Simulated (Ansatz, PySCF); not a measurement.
Reaction (SMILES): O=C(O)O + 4 [H][H] (H2) -> C (CH4) + 3 O (H2O)
Each molecule is optimised on its own at B3LYP-D3(BJ)/def2-TZVP (Ansatz, a program for electronic structure), one conformer each, not searched for the lowest.

Property: energy of full hydrogenation (electronic energy difference), in kcal/mol. Correlated levels leave the core frozen unless marked. No spin-orbit coupling. No relativistic terms. Basis-set limits of correlation are two-point, X^-3; Hartree-Fock from the larger set. [CCSD(T)-MP2]/basis is that difference in the basis named.

```csv
level,program,energy of full hydrogenation (kcal/mol)
TPSSh/def2-TZVPD,PySCF,-47.7
CAM-B3LYP-D3(BJ)/def2-TZVPD,Ansatz + dftd3,-57.5
```

Estimate the value at RI-MP2/CBS(aug-cc-pVTZ,aug-cc-pVQZ)+[CCSD(T)-MP2]/aug-cc-pVTZ as computed with Ansatz.

-61.8 kcal/mol, so CAM-B3LYP-D3(BJ)/def2-TZVPD differs from it by 4.3 kcal/mol.
